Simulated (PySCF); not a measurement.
Species: CH8O3Si3.
Geometry (GFN2-xTB, Å), atoms numbered from 1 in this order:
```xyz
15
CH8O3Si3 angstrom
O     -4.305   -0.054    0.358
C     -3.255    0.518    0.213
Si    -1.623   -0.353   -0.291
O     -0.573    0.866   -0.439
Si     0.941    1.399   -0.706
O      1.993    0.192   -0.538
Si     2.584   -1.247   -0.073
H     -3.214    1.618    0.383
H     -1.212   -1.263    0.776
H     -1.782   -1.036   -1.572
H      1.012    1.824   -2.094
H      1.186    2.384    0.335
H      3.472   -0.971    1.055
H      3.298   -1.750   -1.244
H      1.475   -2.120    0.311
```

Level of theory: TDDFT CAM-B3LYP/def2-SVPD, vertical, gas phase, core orbitals frozen in the response in PySCF. GFN2-xTB frequencies show an imaginary mode (38i cm⁻¹), so this geometry is no minimum at that level.

Transition dipole moments from the ground state, in atomic units and in the frame of the coordinates above (overall signs are arbitrary), for the states with f of 0.002 or more among the lowest 8:

```json
{"state": "S2", "E (eV)": "6.205", "μx": "0.315", "μy": "-0.044", "μz": "-0.080"}
{"state": "S3", "E (eV)": "6.734", "μx": "0.104", "μy": "-0.219", "μz": "-0.045"}
{"state": "S4", "E (eV)": "7.000", "μx": "-0.143", "μy": "0.296", "μz": "0.067"}
{"state": "S5", "E (eV)": "7.386", "μx": "0.226", "μy": "-0.611", "μz": "-0.238"}
{"state": "S6", "E (eV)": "7.415", "μx": "-0.138", "μy": "0.243", "μz": "-0.214"}
{"state": "S7", "E (eV)": "7.524", "μx": "0.141", "μy": "-0.010", "μz": "0.037"}
{"state": "S8", "E (eV)": "7.663", "μx": "0.313", "μy": "0.330", "μz": "0.026"}
```

Q: Work out the oscillator strengths.

A: f = (2/3) ΔE |μ|² with ΔE in hartree (27.2114 eV).

| state | \|μ\|² (au) | \|μ\| (D) | f |
| --- | --- | --- | --- |
| S2 | 0.108 | 0.83 | 0.016 |
| S3 | 0.061 | 0.63 | 0.010 |
| S4 | 0.112 | 0.85 | 0.019 |
| S5 | 0.481 | 1.76 | 0.087 |
| S6 | 0.124 | 0.89 | 0.022 |
| S7 | 0.021 | 0.37 | 0.004 |
| S8 | 0.208 | 1.16 | 0.039 |

Q: What angle do the transition dipoles of S5 and S6 make?

A: |cos θ| = |μa·μb| / (|μa| |μb|) = 0.53, so θ ≈ 58° (taken between 0 and 90°, since the signs are arbitrary).

Q: What peak molar absorption coefficient would the strongest computed level give as a lone Gaussian band 0.4 eV wide at half height?

A: ε(max) = 2.175×10⁸ f / FWHM, with the width in cm⁻¹. S5: 2.175×10⁸ × 0.0870 / 3226 ≈ 5900 L mol⁻¹ cm⁻¹.

One conformer stands for the species.
